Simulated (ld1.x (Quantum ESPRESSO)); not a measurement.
## Plane-wave convergence, RRKJ potential for rhodium (Rh)

Rh (Z = 45), norm-conserving RRKJ (Kleinman–Bylander form), made with ld1.x (Quantum ESPRESSO) 7.5 (PBE, scalar-relativistic). Core [Ar] 3d10, reference 4s2 4p6 4d8 5s1 5p0. Waves: 4s (bound): rc 1.65 bohr; 4d (bound): rc 1.35 bohr; 4p (bound): rc 1.70 bohr. Local part: the p channel. Core correction: none. rho0 = 0.005.

Occupied shells without a wave of their own: 5s. They enter only through the test configuration that unscreens the potential.

The pseudo-atom Hamiltonian at the reference potential is diagonalised in spherical Bessel functions j_l(qr) that vanish at 20 bohr, with q² up to the cutoff. All-electron valence levels (Ry): 4s -6.0632, 5s -0.3160, 4d -0.4366, 4p -3.7058, 5p -0.0625.

Question: How do the lowest levels (Ry) of each channel move with the cutoff, and are there ghosts?

Answer:

| cutoff (Ry) | s #1 | s #2 | d #1 | p #1 | p #2 | f #1 | f #2 | Σ f·Δε (mRy) |
| --- | --- | --- | --- | --- | --- | --- | --- | --- |
| 8 | -3.7226 | -0.1421 | 0.0485 | -2.3960 | -0.0243 | 0.1092 | 0.2331 | 16605.8 |
| 12 | -4.1002 | -0.1619 | 0.0085 | -3.1260 | -0.0418 | 0.1092 | 0.2331 | 11130.3 |
| 18 | -4.8744 | -0.2087 | -0.1572 | -3.5742 | -0.0579 | 0.1092 | 0.2331 | 5519.9 |
| 25 | -5.4132 | -0.2498 | -0.2853 | -3.6918 | -0.0653 | 0.1092 | 0.2331 | 2671.1 |
| 35 | -5.8818 | -0.2981 | -0.3981 | -3.7048 | -0.0670 | 0.1092 | 0.2331 | 705.1 |
| 40 | -5.9860 | -0.3125 | -0.4220 | -3.7048 | -0.0671 | 0.1092 | 0.2331 | 291.6 |
| 50 | -6.0518 | -0.3233 | -0.4348 | -3.7053 | -0.0671 | 0.1092 | 0.2331 | 43.7 |
| 60 | -6.0620 | -0.3253 | -0.4358 | -3.7057 | -0.0671 | 0.1092 | 0.2331 | 10.1 |
| 80 | -6.0632 | -0.3256 | -0.4361 | -3.7058 | -0.0671 | 0.1092 | 0.2331 | 4.7 |
| 100 | -6.0632 | -0.3256 | -0.4366 | -3.7058 | -0.0671 | 0.1092 | 0.2331 | 0.9 |
| 120 | -6.0632 | -0.3256 | -0.4366 | -3.7058 | -0.0671 | 0.1092 | 0.2331 | 0.6 |
| 400 | -6.0633 | -0.3256 | -0.4367 | -3.7058 | -0.0671 | 0.1092 | 0.2331 | 0.0 |

Result: no extra level below or beside the all-electron valence levels (s, d, p, f tested); 10 mRy is reached at 70 Ry and 1 mRy at 100 Ry.

Its largest configuration-test error is -314 meV.
